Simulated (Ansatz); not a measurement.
`[F][Ti]([F])([F])[Cl]` + `[F][Zn][Br]` → `[F][Ti]([F])([F])[Br]` + `[F][Zn][Cl]`  (redistribution)

Isolated molecules relaxed with PBE0-D4/def2-TZVP in Ansatz; ΔE leaves out vibrations. CCSD(T)/CBS adds triple-zeta CCSD(T) − MP2 to the extrapolated MP2 energy (def2 sets, frozen cores). For Br, Ti, Zn outer-core shells are correlated without core-valence functions, which leaves a few kJ/mol of doubt a bond. Scalar relativity is left out up to krypton.

```csv
species,CCSD(T)/CBS(def2) energy (Eh)
`[F][Ti]([F])([F])[Cl]`,-1608.34854
`[F][Zn][Br]`,-4451.58211
`[F][Ti]([F])([F])[Br]`,-3721.88725
`[F][Zn][Cl]`,-2338.03728
```

Work out ΔE.

ΔE = (-3721.88725) + (-2338.03728) − (-1608.34854) − (-4451.58211) = 0.00612 Eh = +16.1 kJ/mol.

Largest T1 diagnostic among the species: 0.024, so the coupled-cluster value is less sure than usual.

Leaving LDA and LC-ωPBE aside and taking each functional with its dispersion term where it has one, the values, not all of them listed here, spread over 3.7 kJ/mol, from B2PLYP to BHLYP-D4. At CCSD(T), def2-SVP lies +9.0 kJ/mol from the extrapolated value and def2-TZVPP −1.2 kJ/mol.
